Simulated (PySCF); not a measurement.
**Structure revision by computed shifts**

A compound C8H9FN2 gives the data below (simulated from a calculation) and was assigned the structure `Cc1cc(F)c(C2CC2)nn1`.

¹³C{¹H} NMR (computed): δ 149.3 (C), 131.0 (C), 118.3 (C), 117.8 (C), 37.0 (C), 31.0 (CH3, 3C).

¹H NMR (500 MHz, computed): δ 1.45 (s, 9H).

Fast rotation and ring inversion assumed for equivalent nuclei, relativity neglected, no solvent model, single conformer. Coordinates at the GFN2-xTB level; GIAO PBE0/pcSseg-1 shieldings; PySCF 2.14.

Shifts are taken against calculated references (same method and geometry level): ¹H (σref 31.72) and ¹³C (σref 186.93) vs TMS.

Q: Compare with the shifts computed for the proposed structure, pairing carbons in order of shift.

A: Numbering as in the mapped SMILES `[CH3:1][c:2]1[cH:3][c:4]([F:5])[c:6]([CH:7]2[CH2:8][CH2:9]2)[n:10][n:11]1`. Each H is labelled by its parent atom.

```
atom  computed for proposal  given list  difference
  C4                  171.1       149.3       +21.8
  C2                  160.6       131.0       +29.6
  C6                  159.7       118.3       +41.4
  C3                  115.2       117.8        -2.6
  C1                   24.7        37.0       -12.3
  C8                   15.9        31.0       -15.1
  C9                   15.9        31.0       -15.1
  C7                   11.7        31.0       -19.3
```

The rms difference is 22.5 ppm and the largest +41.4 ppm at C6 (substituted aromatic carbon next to a ring nitrogen). The proposal also would give 7 carbon signals, not 6. The carbon types in order of shift don't match either: C, C, C, CH, CH3, CH2, CH2, CH for the proposal against C, C, C, C, C, CH3, CH3, CH3 in the data. The proposal doesn't fit.

Q: Which isomer fits?

A: SMILES CC(C)(C)/C(C#N)=C(/F)C#N.

Carbon types of the structure: 5 × C, 3 × CH3, which accounts for all hydrogens. δC 149.3, 131.0: fully substituted alkene carbon; an sp2 carbon of a C=C bond. δC 118.3, 117.8: nitrile carbon; typical of a nitrile. δC 37.0: allylic quaternary sp3 carbon; saturated and bonded to C and H only. δC 31.0: methyl carbon; a saturated carbon with 1 carbon neighbour and no heteroatom attached.

Other isomers checked: C=Cc1nnc(C)c(F)c1C (rms 51.1 ppm).

The data come from this structure; uniqueness wasn't tested.

Splittings by ¹⁹F in the carbon and heteronuclear signals aren't shown, as no couplings were computed. Shifts are as computed. Against solution values, carbons near 30 ppm lie about +3 ppm off and those near 130 ppm about +5 ppm. Of 1211 compounds with measured shifts, 218 miss one by over three times the rms of a fit or turn the order of signals round; such compounds aren't used in these exercises.
